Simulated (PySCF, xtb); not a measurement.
C5H9O, SMILES CC(C)C[C]=O, multiplicity 2.

The structure is a stationary point at PBE0-D3(BJ)/def2-SVP. The isomer is the one that the SMILES or the coordinates give; other isomers of the formula were not compared. The values are those of a single conformer.

Calculation: PySCF with IEF-PCM-PBE0/def2-SVP.

The values are the electrostatic part of the solvation free energy, E(continuum) − E(gas) at the gas-phase geometry, in a cavity of scaled van der Waals radii (PySCF's table); cavitation and dispersion terms are not included. The dipole moment in vacuum is 2.51 D.

Computed values in water (ε = 78.36), n-hexane (ε = 1.88), N,N-dimethylformamide (ε = 37.22):
```tsv
solvent	ε	ΔG(elec) (kcal/mol)	dipole (D)
water	78.36	-3.2	3.18
n-hexane	1.88	-1.2	2.74
N,N-dimethylformamide	37.22	-3.1	3.16
```

For comparison, GFN2-xTB/ALPB(water) (xtb, at the GFN2-xTB geometry, all terms of that model) gives -2.0 kcal/mol.
